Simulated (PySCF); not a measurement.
**NMR problem set**

One computed conformer, fast rotation and ring inversion assumed for equivalent nuclei, non-relativistic, in vacuum. GIAO PBE0/pcSseg-1 shieldings; J couplings at B3LYP/pcJ-1 (spin–dipole term left out of most H,H and C,H couplings); GFN2-xTB geometry; PySCF 2.14.

Scale: 1H (σref 31.72) and 13C (σref 186.93) against TMS (reference shieldings calculated alike). Multiplet labels drop J under 1 Hz and among equivalent protons, and merge close values. Unscaled 3J(H,H) run several per cent high. Splittings of carbon signals by F and P are missing where no couplings were computed. Where no couplings were computed, multiplicities follow the n + 1 count of equivalent neighbours, and m marks all less simple cases (inequivalent or close neighbours, rings, F or P nearby). One-bond C–F couplings are unscaled and too large by tens of Hz. Shifts are as computed. Against solution values, carbons near 30 ppm lie about +3 ppm off and those near 130 ppm about +5 ppm. Of 1309 compounds with measured shifts, 239 miss one by over three times the rms of a fit or turn the order of signals round; such compounds aren't used in these exercises.

Task: C4H4F4OSi. 1H NMR (400 MHz, computed): δ 10.54 (m, 1H), 6.27 (m, 1H), 4.75 (m, 2H). 13C{1H} NMR (computed): δ 189.1, 185.9, 138.2, 135.0. Identify the compound.

Result: SMILES O=C/C=C(\F)[SiH2]C(F)(F)F. The formula gives 2 degrees of unsaturation (no ring in the answer). 4 carbon signals for 4 carbons: no two carbons are equivalent. Carbon types of the structure: 2 × C, 2 × CH, leaving 2 H on heteroatoms. δC 189.1: aldehyde carbonyl carbon; low-lying n→π* states of the double bond to the heteroatom give a large paramagnetic term (-248 ppm). δC 185.9: β carbon of a C=C–C=O unit; conjugation with the carbonyl draws π density from the β position. δC 138.2: CF3 carbon; 3 electronegative neighbours deshield it. δH 10.54: hydrogen on an aldehyde carbonyl carbon; deshielded by the polar, anisotropic C=O bond.

The shifts were computed for this structure.

Task: C4H7FO2. 1H NMR (500 MHz, computed): δ 6.56 (dd, J = 14.3, 7.5 Hz, 1H), 5.68 (d, J = 60.2 Hz, 2H), 5.22 (s, 2H), 4.92 (dd, J = 14.3, 2.9 Hz, 1H), 4.54 (dd, J = 7.5, 2.9 Hz, 1H). 13C{1H} NMR (computed): δ 159.3, 101.3 (d, J = 272.6 Hz), 98.2, 92.8. Give a structure.

Result: `InChI=1S/C4H7FO2/c1-2-6-4-7-3-5/h2H,1,3-4H2`. The formula gives 1 degree of unsaturation (no ring in the answer). 4 carbon signals for 4 carbons: no two carbons are equivalent. Carbon types of the structure: 1 × CH, 3 × CH2, which accounts for all hydrogens. δC 159.3: alkene carbon bearing oxygen; an sp2 carbon further deshielded by the attached heteroatom. δC 101.3: sp3 CH2 bonded to F and O; 2 electronegative neighbours deshield it. δC 98.2: β carbon of an enol-ether or enamine type C=C; the O or N lone pair pushes π density onto this β carbon and shields it. δC 92.8: sp3 carbon bearing two oxygens; 2 electronegative neighbours deshield it. The protons at 4.92 and 6.56 share a coupling of 14.3 Hz (vicinal, trans across C=C). The protons at 4.54 and 6.56 share a coupling of 7.5 Hz (vicinal, cis across C=C).

The data come from this structure; uniqueness wasn't tested.
